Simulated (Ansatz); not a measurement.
Reaction (formal exchange of groups at the Se–C bond): `C=C[Se]C=N` + BH₃ → `B[Se]C=C` + `C=N`

Calculated with Ansatz (gas phase, PBE0-D4/def2-TZVP geometries, no zero-point term in ΔE). CBS: MP2 limit from def2 TZ/QZ plus the TZ coupled-cluster correction, frozen cores. This one scheme is used for every species. Functionals use def2-TZVPP. B3LYP here is the variant with VWN-RPA as its local correlation; programs differ in this. For Se outer-core shells are correlated without core-valence functions, which leaves a few kJ/mol of doubt a bond. Scalar relativity is left out up to krypton. Each species was taken in one conformer, which may not be the lowest.

```csv
level,ΔE (eV)
PBE-D4,-1.25
PBE0-D4,-1.28
B3LYP-D4,-1.22
ωB97M-V,-1.27
B2PLYP,-1.26
PBE,-1.28
HF/def2-TZVPP,-1.26
MP2/def2-TZVPP,-1.27
```

Question: What does CCSD(T)/CBS give? (An estimate is asked.)

Answer: The calculation gave: -1.32 eV. The listed levels differ from it by 0.07, 0.04, 0.10, 0.05, 0.06, 0.04, 0.06, 0.05 eV.

Largest T1 diagnostic among the species: 0.013.

The D4 term adds +0.03 eV with B3LYP and +0.02 eV with PBE0; it sums over pairs of atoms, weighted by their polarisabilities, and B3LYP, whose exchange is more repulsive, gets the larger term.
